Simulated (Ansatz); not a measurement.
Ansatz (a quantum-chemistry and plane-wave program) input (B3LYP-D3(BJ)/def2-TZVP):

Ansatz 0.2 input:
```yaml
crystal:
  periodic: [false, false, false]
  atoms:
    - {symbol: C, position_ang: [1.78327697, -0.01172305, 0.10782808]}
    - {symbol: Ge, position_ang: [-0.11780367, 0.44281274, 0.31622640]}
    - {symbol: O, position_ang: [-0.93135850, -1.17519635, -0.97060687]}
    - {symbol: O, position_ang: [-0.74320066, 1.72279860, -0.58554628]}
    - {symbol: O, position_ang: [-1.15058122, 0.14072516, 1.63230736]}
    - {symbol: H, position_ang: [2.10688186, 0.31178045, -0.87784701]}
    - {symbol: H, position_ang: [2.35574845, 0.51728373, 0.86759661]}
    - {symbol: H, position_ang: [1.92123289, -1.08468142, 0.22215856]}
    - {symbol: H, position_ang: [-1.81775566, -1.50318186, -0.76687395]}
    - {symbol: H, position_ang: [-1.50852369, 2.22517993, -0.29151228]}
    - {symbol: H, position_ang: [-0.93021954, -0.42369549, 2.37487958]}
    - {symbol: H, position_ang: [-0.84691337, -1.09522657, -1.93053044]}
basis:
  gaussian:
    orbitals: def2-TZVP
hamiltonian:
  xc: b3lyp
  dispersion: d3bj
total_charge: 1
relax: {f_tol: 0.002, max_steps: 150}
```

End of the output:

```
reference -63810.30741693 eV, -2344.9855453924 hartree; 34, 34 occupied and 180, 180 virtual orbitals, 1330 factors
Total energy: -63810.68620582 eV, -2344.9994656273 hartree
Atom 0 at     1.764989    -0.025914     0.155206 Å, force     0.000183    -0.000066    -0.000034 eV/Å
Atom 1 at    -0.118400     0.333394     0.210248 Å, force     0.000248    -0.000246     0.000492 eV/Å
Atom 2 at    -0.918612    -1.057734    -1.025751 Å, force     0.000060     0.000038    -0.000199 eV/Å
Atom 3 at    -0.662809     1.735915    -0.656625 Å, force     0.000128    -0.000154    -0.000090 eV/Å
Atom 4 at    -1.191074    -0.097285     1.518312 Å, force     0.000123     0.000304    -0.000165 eV/Å
Atom 5 at     2.123318     0.178985    -0.852703 Å, force    -0.000191     0.000118    -0.000370 eV/Å
Atom 6 at     2.266738     0.637085     0.859432 Å, force    -0.000205     0.000286     0.000200 eV/Å
Atom 7 at     1.948791    -1.064879     0.421165 Å, force    -0.000249    -0.000274     0.000040 eV/Å
Atom 8 at    -1.627876    -1.594684    -0.633796 Å, force     0.000104     0.000230    -0.000049 eV/Å
Atom 9 at    -1.480526     2.147279    -0.345052 Å, force    -0.000135    -0.000113     0.000067 eV/Å
Atom 10 at    -0.801325    -0.347457     2.365552 Å, force    -0.000024    -0.000030     0.000235 eV/Å
Atom 11 at    -1.182431    -0.777829    -1.917910 Å, force    -0.000041    -0.000094    -0.000127 eV/Å
Dipole moment:    -0.132122    -0.558829    -0.142101 e Å
```

It need not be the lowest isomer of its formula.
